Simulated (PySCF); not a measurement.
Geometry:
```json
{"atom": "Si1", "x (Å)": "-0.088", "y (Å)": "-0.001", "z (Å)": "-0.059"}
{"atom": "C2", "x (Å)": "-0.036", "y (Å)": "-0.015", "z (Å)": "1.872"}
{"atom": "F3", "x (Å)": "-1.293", "y (Å)": "-0.029", "z (Å)": "2.359"}
{"atom": "F4", "x (Å)": "0.570", "y (Å)": "1.066", "z (Å)": "2.384"}
{"atom": "F5", "x (Å)": "0.589", "y (Å)": "-1.093", "z (Å)": "2.365"}
{"atom": "C6", "x (Å)": "1.750", "y (Å)": "0.009", "z (Å)": "-0.648"}
{"atom": "F7", "x (Å)": "1.800", "y (Å)": "0.082", "z (Å)": "-1.994"}
{"atom": "F8", "x (Å)": "2.414", "y (Å)": "-1.100", "z (Å)": "-0.291"}
{"atom": "F9", "x (Å)": "2.437", "y (Å)": "1.058", "z (Å)": "-0.172"}
{"atom": "C10", "x (Å)": "-0.897", "y (Å)": "1.577", "z (Å)": "-0.618"}
{"atom": "H11", "x (Å)": "-0.897", "y (Å)": "1.642", "z (Å)": "-1.717"}
{"atom": "H12", "x (Å)": "-0.360", "y (Å)": "2.451", "z (Å)": "-0.220"}
{"atom": "H13", "x (Å)": "-1.940", "y (Å)": "1.622", "z (Å)": "-0.269"}
{"atom": "C14", "x (Å)": "-0.893", "y (Å)": "-1.573", "z (Å)": "-0.642"}
{"atom": "H15", "x (Å)": "-1.936", "y (Å)": "-1.623", "z (Å)": "-0.295"}
{"atom": "H16", "x (Å)": "-0.356", "y (Å)": "-2.450", "z (Å)": "-0.252"}
{"atom": "H17", "x (Å)": "-0.891", "y (Å)": "-1.623", "z (Å)": "-1.742"}
```

PySCF 2.14.0 with density-fitted response routines calculation with PBE0-D3(BJ)/def2-SVP geometry and σ from GIAO-PBE0/pcSseg-1; one computed conformer, no relativistic terms, gas phase, rapidly exchanging positions averaged.

Shifts are taken against calculated references (same method and geometry level): TMS for ¹³C and ¹H and ²⁹Si; ¹⁹F vs CFCl3.

| atoms | nucleus | count | δ (ppm) |
| --- | --- | --- | --- |
| Si1 | ²⁹Si | 1 | -6.4 |
| F3/F4/F5/F7/F8/F9 | ¹⁹F | 6 | -75.5 |
| C2/C6 | ¹³C | 2 | ? |
| C10/C14 | ¹³C | 2 | ? |
| H11/H12/H13/H15/H16/H17 | ¹H | 6 | 0.44 |

Task: Complete the table.

Result: 
- C2/C6: 133.8 ppm, carbon bonded to 3 F, Si
- C10/C14: -9.1 ppm, carbon bonded to Si, 3 H

Shifts are as computed. Against solution values, carbons near 30 ppm lie about +2 ppm off and those near 130 ppm about +5 ppm. Of 1211 compounds with measured shifts, 218 miss one by over three times the rms of a fit or turn the order of signals round; such compounds aren't used in these exercises. Unscaled 19F shifts against computed CFCl3 carry errors that often reach 10 to 50 ppm.
